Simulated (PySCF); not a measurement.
# Working out the electron affinity of Br

Br⁻ [Kr] (1S) → Br [Ar] 3d10 4s2 4p5 (2P). Computed with PySCF 2.14 in aug-cc-pVDZ-PP with ECP10MDF, with a scalar-relativistic core potential. Frozen: 3s2 3p6 3d10. Energies in hartree (1 hartree = 27.21139 eV):

```json
{"part": "UHF", "Br⁻ (lower)": "-415.564018", "Br (upper)": "-415.474798"}
{"part": "MP2 opposite-spin", "Br⁻ (lower)": "-0.096271", "Br (upper)": "-0.073824"}
{"part": "MP2 same-spin", "Br⁻ (lower)": "-0.036200", "Br (upper)": "-0.025151"}
```

What does Hartree-Fock give?

(-415.474798) − (-415.564018) = 0.089220 hartree = 2.428 eV.

What do MP2 and SCS-MP2 (6/5 opposite-spin, 1/3 same-spin) give?

The opposite-spin parts differ by 0.611 eV and the same-spin parts by 0.301 eV. MP2: 2.428 + (0.611) + (0.301) = 3.340 eV. SCS-MP2: 2.428 + 1.2 × (0.611) + (0.301)/3 = 3.262 eV.

Reference: 3.364 eV (measured; photodetachment measurements, as compiled on the Wikipedia data page of electron affinities), between the lowest levels; spin-orbit coupling is absent from the calculation.

A double-zeta basis recovers only part of the correlation energy.

What remains against the reference includes basis incompleteness, the frozen core and correlation beyond second order.
